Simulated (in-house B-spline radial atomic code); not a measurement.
A radial electron density 4πr²n(r) was computed for an atom or ion in its tabulated ground configuration with a B-spline radial code for spherical atoms; method: non-relativistic Hartree-Fock, spin-polarised, averaged over the determinants with the given up and down occupations. Columns: r (bohr), 4πr²n(r) (electrons per bohr), bar.

```
 0.00262        1 #
 0.00314    1.397 ##
 0.00377    1.947 ##
 0.00451    2.677 ###
  0.0054    3.658 ####
 0.00647    4.957 ######
 0.00776    6.652 ########
 0.00929    8.781 ###########
  0.0111    11.37 ##############
  0.0133    14.51 ##################
   0.016    18.17 ######################
  0.0191    21.94 ###########################
  0.0229    25.78 ###############################
  0.0275    29.17 ####################################
  0.0329    31.51 ######################################
  0.0394    32.44 ########################################
  0.0472    31.75 #######################################
  0.0566    29.69 ####################################
  0.0678    27.18 #################################
  0.0812    25.52 ###############################
  0.0973    25.93 ################################
   0.117    28.86 ###################################
    0.14    33.03 ########################################
   0.167    36.12 ############################################
     0.2    35.82 ############################################
    0.24    31.05 ######################################
   0.288    23.55 #############################
   0.345    17.03 #####################
   0.413    14.38 ##################
   0.494     15.6 ###################
   0.592    18.02 ######################
    0.71    18.49 #######################
    0.85    15.95 ###################
    1.02    11.47 ##############
    1.22    7.064 #########
    1.46    3.775 #####
    1.75    1.776 ##
     2.1   0.7403 #
    2.51   0.2745 
    3.01  0.08235 
    3.61  0.01889
```

Which atom or ion is it?
A. Co2+
B. Ni2+
C. Zn3+
D. Fe2+

A. The area under the curve, ∫4πr²n dr = ∫r·4πr²n d(ln r) on this logarithmic grid, is 25 electrons, which only this option has. The configuration is [Ar] 3d7.
